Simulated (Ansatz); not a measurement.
System: HS2, charge 0, doublet. HS2 (SMILES [S]S, doublet).
B3LYP-D3(BJ)/def2-TZVP minimum from Ansatz (a program for electronic structure):
```xyz
3

S     -0.9203     0.0126     0.4581
S      0.8239     0.0408    -0.4735
H      1.5432    -0.8556     0.2469
```
Charge 0, spin multiplicity 2.

Total energies in hartree (Ansatz). Open shells are spin-unrestricted; no spin-orbit coupling. Cores are frozen in correlated methods. No relativity. Where a partner has so few electrons that a lower coupled-cluster level is exact, that level stands in.

| species | HF/cc-pV(T+d)Z | CCSD(T)/cc-pV(T+d)Z | HF/cc-pV(Q+d)Z | CCSD(T)/cc-pV(Q+d)Z | CCSDT(Q)/cc-pV(T+d)Z |
|---|---|---|---|---|---|
| 1: HS2 (SMILES [S]S, doublet) | -795.67319 | -796.05483 | -795.68065 | -796.09110 | -796.05738 |
| 2: S (triplet) | -397.50938 | -397.65444 | -397.51264 | -397.66785 | -397.65537 |
| 3: H (doublet) | -0.49981 | -0.49981 | -0.49995 | -0.49995 | -0.49981 |

**Question.** Work out the atomisation energy (electronic, to ground-state atoms) in kcal/mol: take Hartree-Fock from cc-pV(Q+d)Z, extrapolate the CCSD(T) correlation energy as X^-3 (X = 3, 4), and add CCSDT(Q) - CCSD(T) in cc-pV(T+d)Z. 1 hartree = 627.51 kcal/mol.

**Answer.** 
Species 1: correlation (64·(-0.41045) - 27·(-0.38164))/37 = -0.43147; step -0.00255; E1 = -795.68065 + (-0.43147) + (-0.00255) = -796.11467
Species 2: correlation (64·(-0.15521) - 27·(-0.14506))/37 = -0.16262; step -0.00093; E2 = -397.51264 + (-0.16262) + (-0.00093) = -397.67619
Species 3: correlation (64·(0.00000) - 27·(0.00000))/37 = 0.00000; step +0.00000; E3 = -0.49995 + (0.00000) + (+0.00000) = -0.49995
-1·E1 +2·E2 +1·E3 = 0.26234 hartree = 164.6 kcal/mol.
